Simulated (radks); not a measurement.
The numbers below are computed, except where a source is named.
Spherical quantum dot in the effective-mass picture: electrons in a parabolic well V = omega^2 r^2 / 2 with omega = 0.45, all in effective atomic units (hartree* = m*/eps^2 hartree, bohr* = eps/m* bohr), one dielectric constant everywhere. Level of theory: non-relativistic Kohn-Sham, r2SCAN, spin-polarised, spherical densities, generalised Kohn-Sham scheme (a radial shooting solver with Libxc functionals). Levels are named by radial order and angular momentum (1s, 1p, 1d, 2s, ...), and open shells are averaged over m. Each electron was tried in the lowest free levels, single moves between levels near the top were tried too, and the lowest total energy was kept; such a search can miss a lower state. The series stops at N = 8: beyond it a trial failed or the search could not be trusted, so later rows were left out. At N = 1 the Hartree and exchange-correlation terms need not cancel, so that row can carry a self-interaction error.

N       open shells  2S  E (hartree*)  mu = E(N) - E(N-1) (hartree*)  addition energy mu(N+1) - mu(N) (hartree*)  e(HOMO) (hartree*)  rms radius (bohr*)
1  1s(up 1, down 0)   1      0.675912                        0.67591                                      0.4738             0.85317               1.826
2              none   0       1.82558                         1.1497                                      0.7009              1.3147               1.996
3  1p(up 1, down 0)   1       3.67614                         1.8506                                      0.2842              1.9900               2.273
4  1p(up 2, down 0)   2       5.81090                         2.1348                                      0.2925              2.2809               2.440
5  1p(up 3, down 0)   3       8.23817                         2.4273                                      0.3966              2.5729               2.568
6  1p(up 3, down 1)   2       11.0620                         2.8238                                      0.2519              2.9485               2.686
7  1p(up 3, down 2)   1       14.1378                         3.0758                                      0.2581              3.2043               2.787
8              none   0       17.4716                         3.3338                                           -              3.4632               2.878

All shells are closed at N = 2, 8 (there: 1s2 1p6); the second difference of the energy has clear peaks (12 % above both neighbours; the first and last values, which can be the largest, are not judged, and half-filled shells can peak too) at N = 2, 5.
